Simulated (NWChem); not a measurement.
# TiN2H6; SMILES [NH2][TiH2][NH2]

```xyz
9

Ti    -0.0001    -0.0143    -0.3920
N      1.5892    -0.0214     0.5748
H      1.7514    -0.1890     1.5647
H      2.4783     0.1266     0.0972
N     -1.5893     0.0054     0.5748
H     -2.4758     0.1680     0.0971
H     -1.7543    -0.1588     1.5648
H     -0.0122    -1.4440    -1.3445
H      0.0103     1.2275    -1.5895
```
Atoms are numbered in this order, from 1.

Level: B3LYP/6-31G* (spherical d) (NWChem), optimised geometry, unscaled harmonic frequencies. 

| frequency (cm⁻¹) | IR intensity (km/mol) |
|---|---|
| 94 | 0.4 |
| 108 | 12.0 |
| 167 | 3.0 |
| 262 | 5.9 |
| 385 | 0.2 |
| 410 | 0.5 |
| 463 | 445.5 |
| 499 | 30.4 |
| 544 | 84.7 |
| 546 | 2.4 |
| 565 | 16.2 |
| 729 | 121.8 |
| 817 | 291.3 |
| 1558 | 85.1 |
| 1564 | 6.8 |
| 1668 | 377.9 |
| 1707 | 275.4 |
| 3497 | 100.4 |
| 3499 | 17.2 |
| 3604 | 0.9 |
| 3605 | 44.8 |

The zero-point energy comes out as 37.6 kcal/mol. The thermal correction to the enthalpy at 298.15 K (with zero-point energy) comes out as 42.7 kcal/mol, the heat capacity Cv is 24.0 cal/(mol K) and the entropy at 298.15 K and 1 atm (symmetry number 1) is 79.7 cal/(mol K). The dipole moment is 3.19 D.

Rigid rotor and harmonic oscillator; modes under 100 cm⁻¹ make the entropy uncertain.
